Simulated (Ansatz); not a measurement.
Q: Name a neutral molecule of In, Se, Si and H with LUMO energy (B3LYP/def2-TZVPP) between -2.30 and -2.00 eV and HOMO energy (B3LYP/def2-TZVPP) between -7.10 and -6.80 eV (Ansatz, PBE0-D4/def2-TZVP geometry).

A: `[SiH3][InH][SeH]` (-2.17 eV, -6.84 eV). Other molecules can fit too; these were computed, each in one conformer that needn't be the lowest.

B3LYP here is the variant with VWN-RPA as its local correlation; programs differ in this.
